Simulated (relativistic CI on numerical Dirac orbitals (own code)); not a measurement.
One change at a time: Br XXXIII

Base calculation: Dirac-Coulomb-Breit CI, separate exchange-only KLI orbitals for each configuration, a model potential for QED, unscaled Slater integrals.

Configuration list (outside the closed core 1s2): 2s, 2p, 3s, 3p, 3d, 4s, 4p, 4d, 4f, 5s, 5p, 5d, 5f, 5g, 6s, 6p, 6d. Levels of other configurations are missing.

Variants: (1) configuration mixing switched off. Shifts of the energy above 2s ²S1/2, in eV, for the lowest level and the first level of each name with at least 55 % of one term (blank where a level changes its place among those of its configuration and J or its character, or is not in the variant):

```tsv
Level	Base	Δ(1)
2s ²S1/2	0.00	0.00
2p ²P°1/2	69.02	0.00
2p ²P°3/2	126.54	0.00
3s ²S1/2	2170.96	0.00
3p ²P°1/2	2190.12	0.00
3p ²P°3/2	2207.16	0.00
3d ²D3/2	2214.12	0.00
3d ²D5/2	2219.49	0.00
4s ²S1/2	2920.34	0.00
4p ²P°1/2	2928.22	0.00
4p ²P°3/2	2935.39	0.00
4d ²D3/2	2938.29	0.00
4d ²D5/2	2940.55	0.00
4f ²F°5/2	2940.71	0.00
```

At this charge energies of transitions that change n are usually good to better than 1 %, and those within a shell (Δn = 0) to a few per cent.

Ionisation energy from the two ground configurations alone: base 3868.71 eV. The NIST ASD value (theoretical) is 3868.99 eV.
